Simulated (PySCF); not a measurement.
Compound: C5H9NSi.
InChI=1S/C5H9NSi/c1-3-5-7(6)4-2/h2-3,7H,1,5-6H2/t7-/m0/s1

Torsions of this conformer, `[CH:1]#[C:2][Si@H:3]([NH2:4])[CH2:5][CH:6]=[CH2:7]`: C2–Si3–C5–C6 175°, Si3–C5–C6–C7 -101°, H–N4–Si3–C2 57°, H–N4–Si3–C2 -162°.

The closed-shell ground state was solved at several levels (PySCF, density fitting, gas phase, non-relativistic). The structure is a single PBE0-D3(BJ)/def2-SVP conformer in the gas phase; no vibrational or solvent corrections.

```
            level  basis functions  total energy (Eh)  HOMO (eV)  LUMO (eV)  gap (eV)  dipole (D)
wB97X-D/def2-SVPD              216          -539.7935      -8.90       1.55     10.45        0.47
    PBE0/pcSseg-1              171          -539.6754      -7.05      -0.13      6.92        0.66
```

Task: What might KT3/pcSseg-1 (171 basis functions) give for the same quantities?

Result: Total energy -546.4352 Eh, HOMO -5.88 eV, LUMO -1.03 eV, gap 4.85 eV, dipole 0.65 D.

Task: Over all these levels, which gives the widest orbital gap and which the narrowest?

Result: wB97X-D/def2-SVPD (range-separated hybrid) has the widest, 10.45 eV, and KT3/pcSseg-1 (GGA) the narrowest, 4.85 eV. Functional and basis both differ between the two, so the spread mixes both effects.

Task: How far do the dipole and the HOMO energy spread over the levels?

Result: The dipole runs from 0.47 to 0.66 D (mean 0.60 D) and the HOMO from -8.90 to -5.88 eV.

The pairwise dispersion term of wB97X-D wasn't added to the energies; at a given geometry it leaves orbitals and properties as they are.
